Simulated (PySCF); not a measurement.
# Sm+: excitation energy

Sm+ [Xe] 4f6 6s1 (8F) → Sm+ [Xe] 4f6 5d1 (high-spin determinant), as a difference of total energies. All numbers are calculated (PySCF 2.14, the spin-free X2C one-electron Hamiltonian (Gaussian nucleus), in x2c-TZVPPall (11s7p7d4f2g, 113 functions)). Correlated levels: valence: [Kr] 4d10 frozen; valence and next inner shell: [Ar] 3d10 frozen. The calculations carry no spin-orbit coupling.

```json
{"method": "UHF", "excitation energy (eV)": "1.230"}
{"method": "LDA", "excitation energy (eV)": "1.000"}
{"method": "PBE", "excitation energy (eV)": "0.884"}
{"method": "PBE0", "excitation energy (eV)": "0.857"}
{"method": "r2SCAN", "excitation energy (eV)": "0.736"}
{"method": "MP2 (valence)", "excitation energy (eV)": "1.196"}
{"method": "SCS-MP2 (valence)", "excitation energy (eV)": "1.232"}
{"method": "MP2 (valence and next inner shell)", "excitation energy (eV)": "1.183"}
{"method": "SCS-MP2 (valence and next inner shell)", "excitation energy (eV)": "1.223"}
```

**Question.** How much does correlation contribute at MP2 (valence and next inner shell)?

**Answer.** 1.183 − (1.230) = -0.047 eV, measured against UHF.

A first-order spin-orbit estimate (lowest level to lowest level, LS coupling) adds -0.072 eV.

The determinant of the upper state mixes LS terms, which raises its energy above the lowest term, most at the Hartree-Fock and MP2 levels.
